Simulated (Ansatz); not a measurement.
SiHMe2(nBu) (C₆H₁₆Si), 23 atoms. Hardware: 4 threads of Intel Xeon on a shared host.

Correlated methods freeze 11 core orbitals.

(1) How many basis functions does each of these Ansatz runs have, and roughly what does it cost? CCSD(T)/def2-SVP, charge 0 singlet, energy, from earlier orbitals; PBE0-D4/def2-TZVP, charge 1 doublet at the geometry of the charge 0 singlet, energy; PBE-D4/def2-TZVP, charge 0 triplet at the geometry of the charge 0 singlet, energy, from earlier orbitals; CAM-B3LYP-D4/def2-TZVP, charge 0 singlet, energy, from earlier orbitals; r2SCAN-D4/def2-TZVP, charge 0 triplet at the geometry of the charge 0 singlet, energy, from earlier orbitals; B97M-V/def2-TZVP, charge 0 singlet, energy, from earlier orbitals; MP2/def2-TZVP, charge 0 singlet, energy, from earlier orbitals; PBE0-D4/def2-TZVP, charge 0 singlet, energy, from earlier orbitals; PBE0-D4/def2-SVP, charge -1 doublet at the geometry of the charge 0 singlet, energy; PBE0-D4/def2-TZVPD, charge 0 singlet, energy, from earlier orbitals; PBE-D4/def2-TZVP, charge 1 doublet at the geometry of the charge 0 singlet, energy, from earlier orbitals; PBE-D4/def2-TZVPD, charge 0 singlet, energy, from earlier orbitals.

Results:

(1) Other jobs shared the machine, so times can vary by a factor of up to 3.

| run | functions | fitting or Cholesky vectors | wall time | peak host memory (GiB) |
| --- | --- | --- | --- | --- |
| PBE0-D4/def2-SVP, charge -1 doublet at the geometry of the charge 0 singlet, energy | 182 | 2072 | 19 s | 0.78 |
| PBE-D4/def2-TZVPD, charge 0 singlet, energy, from earlier orbitals | 409 | 2135 | 19 s | 0.81 |
| MP2/def2-TZVP, charge 0 singlet, energy, from earlier orbitals | 319 | 2207 | 20 s | 1.1 |
| PBE0-D4/def2-TZVP, charge 0 singlet, energy, from earlier orbitals | 319 | 2052 | 20 s | 1.1 |
| CAM-B3LYP-D4/def2-TZVP, charge 0 singlet, energy, from earlier orbitals | 319 | 2045 | 26 s | 1.3 |
| PBE0-D4/def2-TZVPD, charge 0 singlet, energy, from earlier orbitals | 409 | 2156 | 39 s | 1.5 |
| PBE-D4/def2-TZVP, charge 1 doublet at the geometry of the charge 0 singlet, energy, from earlier orbitals | 319 | 2036 | 39 s | 0.63 |
| B97M-V/def2-TZVP, charge 0 singlet, energy, from earlier orbitals | 319 | 2036 | 46 s | 0.67 |
| PBE-D4/def2-TZVP, charge 0 triplet at the geometry of the charge 0 singlet, energy, from earlier orbitals | 319 | 2036 | 47 s | 0.63 |
| r2SCAN-D4/def2-TZVP, charge 0 triplet at the geometry of the charge 0 singlet, energy, from earlier orbitals | 319 | 2036 | 1.7 min | 0.83 |
| PBE0-D4/def2-TZVP, charge 1 doublet at the geometry of the charge 0 singlet, energy | 319 | 2052 | 1.9 min | 1.3 |
| CCSD(T)/def2-SVP, charge 0 singlet, energy, from earlier orbitals | 182 | 1882 | 2.1 min | 2.6 |
